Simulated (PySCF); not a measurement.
# Electron correlation in Si²⁺ (silicon, charge +2)

[Ne] 3s2, closed-shell 1S. Calculation: PySCF 2.14, in aug-cc-pCVTZ-DK with one added diffuse shell each of s, p, d, f type (9s8p6d4f, 91 functions); scalar relativity by spin-free X2C-1e. Frozen: 1s2; 10 electrons correlated.

```json
{"level": "CCSD", "correlation energy (mhartree)": "-331.22"}
{"level": "(T)", "correlation energy (mhartree)": "-3.11"}
{"level": "CCSD(T)", "correlation energy (mhartree)": "-334.33"}
```

Diagnostics: T1 = 0.0047, D1 = 0.0145, largest double amplitude 0.106.

Question: Is a single reference adequate?

Answer: Mostly. T1 lies below 0.03, but a double amplitude of this size points to a near-degeneracy that CCSD handles and MP2 describes poorly.
